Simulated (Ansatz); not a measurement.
Isolated molecules relaxed with PBE0-D4/def2-TZVP in Ansatz; ΔE leaves out vibrations. CCSD(T)/CBS adds triple-zeta CCSD(T) − MP2 to the extrapolated MP2 energy (def2 sets, frozen cores). DFT in def2-TZVPP. B3LYP here is the variant with VWN-RPA as its local correlation; programs differ in this. One conformer a species, not always the lowest.

Consider the redistribution: `OC[SiH](O)[SiH3]` + `CO[SiH](O)C=O` → `O=C[SiH](O)CO` + `CO[SiH](O)[SiH3]`.

```tsv
level	ΔE (kcal/mol)	difference from CCSD(T)/CBS
PBE-D4	-1.3	-0.6
r2SCAN-D4	-1.1	-0.4
PBE0-D4	-1.0	-0.3
B3LYP-D4	-1.2	-0.5
ωB97M-V	-1.0	-0.3
r2SCAN	-1.1	-0.4
PBE0	-0.9	-0.2
HF/def2-TZVPP	-0.6	0.1
MP2/def2-TZVPP	-1.0	-0.3
SCS-MP2/def2-TZVPP	-0.9	-0.2
CCSD/def2-TZVPP	-0.8	-0.1
MP2/def2-QZVPP	-0.9	-0.2
SCS-MP2/def2-QZVPP	-0.8	-0.1
HF/CBS(def2)	-0.5	0.2
MP2/CBS(def2)	-0.8	-0.1
CCSD/CBS(def2)	-0.6	0.1
CCSD(T)/CBS	-0.7	0
```

Largest T1 diagnostic among the species: 0.014.
